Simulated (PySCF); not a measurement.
Compound: C7H12BF.
Z-matrix (Å and degrees, PBE0-D3(BJ)/def2-SVP geometry), rows numbered from 1:
```
B 
C   1  1.5619
C   2  1.5317  1  114.69
C   3  1.5206  2  111.81  1   169.02
C   4  1.4961  3  111.11  2    48.03
C   5  1.3359  4  123.21  3   -17.73
C   6  1.5055  5  124.15  4    -3.85
C   7  1.5176  2  113.03  1   -65.89
F   7  1.4070  2  106.71  1    51.16
H   1  1.2073  2  122.57  3   153.84
H   1  1.2115  2  118.97  3   -31.27
H   2  1.1171  1   99.75  3   114.51
H   3  1.1003  2  110.21  1    45.19
H   3  1.1031  2  108.10  1   -71.21
H   4  1.1076  3  110.46  2   -73.69
H   4  1.1030  3  110.73  2   170.03
H   5  1.0951  4  117.75  3   161.51
H   6  1.0950  5  120.14  4   177.58
H   8  1.1000  7  110.62  2   -66.78
H   8  1.0992  7  109.62  2   173.79
H   8  1.0986  7  110.85  2    54.12
```

Level: PBE0/pcSseg-1 in PySCF, non-relativistic, on one gas-phase PBE0-D3(BJ)/def2-SVP geometry that isn't relaxed in the solvent. The solvent is an IEF-PCM continuum (Bondi radii, 1.10 Å for H, scaled by 1.2). Only the electrostatic response of the medium enters.

Gas phase at PBE0/pcSseg-1: HOMO -7.47 eV, LUMO -1.31 eV, dipole 2.33 D.

Task: What does the continuum do to the energy, the frontier levels and the dipole at PBE0/pcSseg-1 in benzene and dichloromethane?

Result: 
| solvent | ε | E(solvent) − E(gas) (kJ/mol) | polarisation term (kJ/mol) | distortion of the solute (kJ/mol) | HOMO (eV) | LUMO (eV) | dipole (D) |
| --- | --- | --- | --- | --- | --- | --- | --- |
| benzene | 2.271 | -6.84 | -7.27 | 0.43 | -7.42 | -1.26 | 2.66 |
| dichloromethane | 8.93 | -13.33 | -15.15 | 1.82 | -7.40 | -1.24 | 3.02 |

The first energy column is the sum of the next two and covers electrostatics alone. From benzene to dichloromethane the lowering changes by a factor 1.95, Onsager's factor (ε − 1)/(2ε + 1) by 1.83 and ε itself by 3.9.

Task: Which radius a makes the point-dipole formula ΔE = −[(ε − 1)/(2ε + 1)]·μ²/a³ give the value in dichloromethane, with the gas-phase dipole?

Result: μ = 0.918 au and |ΔE| = 0.00508 Eh give a = 2.18 Å; the farthest nucleus lies 3.25 Å from the centroid of the nuclei, so such a sphere wouldn't even hold the nuclei. The formula assumes a rigid point dipole at the centre of a sphere.

Task: Which Hirshfeld charges (PBE0/pcSseg-1) respond most in benzene (means over atoms taken as equivalent)?

Result: 
| atoms | environment | gas (e) | solvent (e) | change |
| --- | --- | --- | --- | --- |
| F9 | alkyl fluorine | -0.122 | -0.130 | -0.008 |
| H12 | methine hydrogen | +0.053 | +0.057 | +0.004 |
| C6 | alkene CH carbon | -0.066 | -0.070 | -0.004 |
| H17 | vinylic hydrogen | +0.048 | +0.050 | +0.002 |
| H15 | methylene hydrogen | +0.040 | +0.043 | +0.003 |
| H16 | methylene hydrogen | +0.046 | +0.048 | +0.002 |

On an Arm Neoverse N1 with one thread, shared host with 64 logical CPUs at a one-minute load of 61, this took 76 s and 1.3 GiB of memory at its peak. This is the whole shielding run at PBE0/pcSseg-1 in dichloromethane, SCF included.
